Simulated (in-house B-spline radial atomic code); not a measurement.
A fraction x of an electron is moved 4d → 5f in Xe3+, starting from [Kr] 4d10 5s2 5p3 and keeping the highest spin. Method: non-relativistic r2SCAN0, spin-polarised, spherical fractional occupations, point nucleus. Calculated with a B-spline radial code for spherical atoms.

Caution: exact exchange at fractional occupations of open shells leaves self-interaction of up to several eV.

| x | E(x) - E(0) (eV) | 4d down level (eV) | 5f up level (eV) |
| --- | --- | --- | --- |
| 0 | 0.0000 | -99.551 | - |
| 0.125 | 11.5521 | -101.143 | -8.283 |
| 0.25 | ? | ? | ? |
| 0.375 | 35.0453 | -104.243 | -9.117 |
| 0.5 | 47.0097 | -105.763 | -9.456 |
| 0.625 | ? | ? | ? |
| 0.75 | 71.3831 | -108.747 | -10.066 |
| 0.875 | 83.7923 | -110.212 | -10.347 |
| 1 | 96.3490 | -111.659 | -10.618 |

Question: What belongs in the row x = 0.25?

Answer: An energy change of 23.2276 eV; 4d down at -102.703 eV, 5f up at -8.739 eV.

Question: What belongs in the row x = 0.625?

Answer: An energy change of 59.1222 eV; 4d down at -107.264 eV, 5f up at -9.770 eV.

Question: Check Janak's theorem between x = 0.375 and 0.5.

Answer: The slope of the energy is 95.72 eV; the orbital levels give 95.72 eV (ε of the receiving orbital less ε of the emptying one, averaged over the two points).
